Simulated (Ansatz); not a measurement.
Total energies of `F[C@H]1[C@H](F)C=C[C@@H]1F`.

```xyz
13

F    -0.231    0.440   -2.351
C    -0.183    0.703   -0.994
C    -1.346    0.112   -0.268
C    -0.963   -0.519    0.836
C     0.516   -0.449    1.024
F     1.054   -1.677    1.359
C     1.020    0.042   -0.330
F     2.091    0.894   -0.214
H    -0.124    1.792   -0.885
H    -2.363    0.236   -0.617
H    -1.610   -1.004    1.556
H     0.811    0.252    1.813
H     1.327   -0.821   -0.929
```

The species carries charge 0 and has multiplicity 1. The structure was optimised at the PBE0-D4/def2-TZVP level. Basis def2-TZVPP, the Gaussian-basis code of Ansatz.

RPA on PBE orbitals: Hartree–Fock energy of these orbitals -490.65354 Eh, correlation -2.38411 Eh (frozen core).

| functional | energy without D4 (Eh) | D4 term (kJ/mol) |
| --- | --- | --- |
| BLYP | -493.13166 | -63.4 |
| B2PLYP | -492.91165 | – |

(1) Give the same for LDA (SPW92), PBE, revPBE, r2SCAN, B97M-V, PBE0, B3LYP, r2SCANh, r2SCAN0, HSE06 (plane-wave form), BHLYP, CAM-B3LYP, LC-ωPBE, ωB97X-V, ωB97M-V, PBE-QIDH. (Best estimate.)

B3LYP takes the VWN-RPA correlation (the form of Gaussian; ORCA's B3LYP/G). HSE06 is the plane-wave form, built on full-range PBE exchange. The double hybrids freeze the cores in their second-order part.

## Answers

(1) Ansatz gave: 
| functional | energy without D4 (Eh) | D4 term (kJ/mol) |
| --- | --- | --- |
| LDA (SPW92) | -489.56922 | – |
| PBE | -492.70952 | -28.3 |
| revPBE | -493.08185 | -96.9 |
| r2SCAN | -493.00655 | -7.2 |
| B97M-V | -493.14339 | – |
| PBE0 | -492.72939 | -23.7 |
| B3LYP | -493.24572 | -45.1 |
| r2SCANh | -492.98199 | -7.5 |
| r2SCAN0 | -492.94704 | -8.2 |
| HSE06 (plane-wave form) | -492.70657 | -21.8 |
| BHLYP | -493.01562 | -31.0 |
| CAM-B3LYP | -493.07367 | -23.6 |
| LC-ωPBE | -492.95404 | – |
| ωB97X-V | -493.09513 | – |
| ωB97M-V | -493.09726 | – |
| PBE-QIDH | -492.66191 | – |

LC-ωPBE has ω = 0.4 bohr⁻¹.
